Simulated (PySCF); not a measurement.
H2O4S. Atoms are numbered in the order given.

```xyz
7

O     -0.6940    -1.0463     0.8623
S      0.0000     0.0000    -0.1678
O      1.0918    -0.6696    -0.8360
O     -1.0918     0.6696    -0.8360
O      0.6940     1.0463     0.8623
H     -0.0232    -1.6981     1.1318
H      0.0232     1.6981     1.1318
```
Charge 0, spin multiplicity 1.

Coordinates come from a B3LYP-D3(BJ)/def2-SVP optimisation. Other conformers were not sampled.

Computed with PySCF with PBE/pcSseg-1.

GIAO shieldings, no solvent; atoms alike by connectivity are averaged. δ = σ(ref) − σ: ¹⁷O against H2O (σ = 334.3 ppm); ³³S against H2S (σ = 706.5 ppm); ¹H against TMS (σ = 31.49 ppm), references at their B3LYP-D3(BJ)/def2-TZVP geometries, non-relativistic.

Estimate the chemical shifts. (Estimate from the structure and the level; the computed values follow.)


```json
[
 {"nucleus": "¹⁷O", "atoms": "O3, O4", "count": "2", "δ (ppm)": "256.4"},
 {"nucleus": "¹⁷O", "atoms": "O1, O5", "count": "2", "δ (ppm)": "234.4"},
 {"nucleus": "³³S", "atoms": "S2", "count": "1", "δ (ppm)": "538.3"},
 {"nucleus": "¹H", "atoms": "H6, H7", "count": "2", "δ (ppm)": "5.36"}
]
```
